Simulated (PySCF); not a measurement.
Geometry:
| atom | x (Å) | y (Å) | z (Å) |
| --- | --- | --- | --- |
| C1 | -2.516 | -0.478 | -0.336 |
| C2 | -1.046 | -0.278 | -0.665 |
| C3 | -0.299 | 0.428 | 0.457 |
| N4 | 1.118 | 0.633 | 0.155 |
| B5 | 2.088 | -0.343 | 0.606 |
| C6 | 3.527 | -0.112 | 0.224 |
| C7 | 3.833 | 1.001 | -0.523 |
| C8 | 2.833 | 1.914 | -0.935 |
| C9 | 1.523 | 1.697 | -0.589 |
| Cl10 | 0.329 | 2.842 | -1.115 |
| H11 | -2.647 | -1.074 | 0.581 |
| H12 | -3.038 | -1.003 | -1.149 |
| H13 | -3.026 | 0.486 | -0.181 |
| H14 | -0.942 | 0.310 | -1.591 |
| H15 | -0.557 | -1.249 | -0.853 |
| H16 | -0.769 | 1.398 | 0.677 |
| H17 | -0.343 | -0.174 | 1.374 |
| H18 | 1.658 | -1.267 | 1.255 |
| H19 | 4.338 | -0.786 | 0.514 |
| H20 | 4.864 | 1.218 | -0.826 |
| H21 | 3.076 | 2.795 | -1.527 |

Geometry: PBE0-D3(BJ)/def2-SVP; GIAO absolute shieldings from PySCF 2.14.0 with density-fitted response routines, gas phase, non-relativistic, averaged over equivalent atoms.

At PBE0/pcSseg-1 (232 basis functions, 56 s wall time on 1 thread of an x86-64 server CPU, shared host):
| atoms | σ (ppm) |
| --- | --- |
| C7 | 33.0 |
| C9 | 36.4 |
| C6 | 48.2 |
| C8 | 66.5 |
| C3 | 124.5 |
| C2 | 155.5 |
| C1 | 171.6 |
| N4 | 56.2 |
| B5 | 68.5 |
| Cl10 | 699.1 |
| H20 | 23.61 |
| H19 | 24.19 |
| H21 | 24.71 |
| H18 | 25.85 |
| H16/H17 | 27.48 |
| H14/H15 | 29.64 |
| H11/H12/H13 | 30.24 |

Question: Estimate the result of repeating the calculation with CAM-B3LYP/pcSseg-1.

Answer: 
| atoms | σ at CAM-B3LYP/pcSseg-1 | change |
| --- | --- | --- |
| C7 | 26.2 | -6.8 |
| C9 | 29.7 | -6.7 |
| C6 | 43.6 | -4.6 |
| C8 | 62.6 | -3.9 |
| C3 | 122.6 | -1.9 |
| C2 | 153.2 | -2.3 |
| C1 | 169.9 | -1.7 |
| N4 | 55.4 | -0.8 |
| B5 | 64.7 | -3.8 |
| Cl10 | 698.5 | -0.6 |
| H20 | 23.69 | +0.08 |
| H19 | 24.35 | +0.16 |
| H21 | 24.85 | +0.14 |
| H18 | 25.98 | +0.13 |
| H16/H17 | 27.60 | +0.12 |
| H14/H15 | 29.71 | +0.07 |
| H11/H12/H13 | 30.29 | +0.05 |

The largest change is at C7 (alkene CH). Cost: 232 basis functions, 66 s wall time on 1 thread of an x86-64 server CPU, shared host. The order of the carbon signals is the same at both levels.

A carbon bonded to boron is broadened by the quadrupolar boron nucleus and is often missing from a measured spectrum. Carbons that carry Cl, above all several Cl atoms, come out too deshielded, partly because spin–orbit coupling is missing.
